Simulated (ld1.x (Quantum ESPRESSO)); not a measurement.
## An all-electron radial function and its pseudo partner (C)

Columns: radius, all-electron u(r) and pseudo u(r) of the 2p shell (level -5.42 eV) of carbon in the configuration [He] 2s2 2p2; LDA (PZ), scalar-relativistic, TM scheme, ld1.x (Quantum ESPRESSO) 7.5.

```
r (bohr)  all-electron  pseudo
   0.128        0.0723  0.0234
   0.255        0.2072  0.0899
   0.382        0.3446  0.1908
   0.510        0.4636  0.3140
   0.638        0.5569  0.4430
   0.765        0.6244  0.5613
   0.893        0.6697  0.6580
   1.020        0.6955  0.7242
   1.148        0.7061  0.7593
   1.275        0.7044  0.7661
   1.402        0.6937  0.7513
   1.530        0.6761  0.7222
   1.658        0.6537  0.6858
   1.785        0.6281  0.6476
   1.912        0.6005  0.6104
   2.040        0.5714  0.5754
   2.168        0.5417  0.5429
   2.295        0.5123  0.5125
   2.422        0.4833  0.4833
   2.550        0.4547  0.4547
   2.678        0.4269  0.4269
   2.805        0.4004  0.4004
   2.932        0.3749  0.3749
   3.060        0.3505  0.3505
   3.188        0.3272  0.3272
   3.315        0.3053  0.3053
```

Problem. How many radial nodes do the two functions have?

Solution. The all-electron 2p function has n − l − 1 = 0; the pseudo-wave has 0.

Problem. At about which radius was the pseudo-wave matched?

Solution. 2.55 bohr. The columns agree to 0.0005 from 2.29 bohr on; several derivatives are matched, so the curves merge somewhat inside the radius.

Problem. Is the pseudo-wave norm-conserving?

Solution. Yes: the TM scheme keeps the norm inside the radius equal to the all-electron one, which fixes the energy derivative of the logarithmic derivative at the level.
